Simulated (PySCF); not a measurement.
**How methods differ on the excitation energy of Ag**

Ag [Kr] 4d10 5s1 (2S) → Ag [Kr] 4d9 5s1 6s1 (4D), as a difference of total energies. All numbers are calculated (PySCF 2.14, the spin-free X2C one-electron Hamiltonian (Gaussian nucleus), in x2c-QZVPPall with one added diffuse shell each of s, p, d, f, g type (14s9p8d5f3g, 143 functions)). The calculations carry no spin-orbit coupling.

| method | excitation energy (cm⁻¹) |
| --- | --- |
| UHF | 67000 |
| r2SCANh | 79930 |
| BLYP | 81284 |
| M06-2X | 79857 |

The upper state lies above the first ionisation limit, but in LS coupling its spin forbids autoionisation to the ground ion. A Rydberg-like electron needs more diffuse functions than a valence basis has.

The promoted electron is Rydberg-like, and one or two diffuse shells describe it only roughly, which tends to raise the upper state.
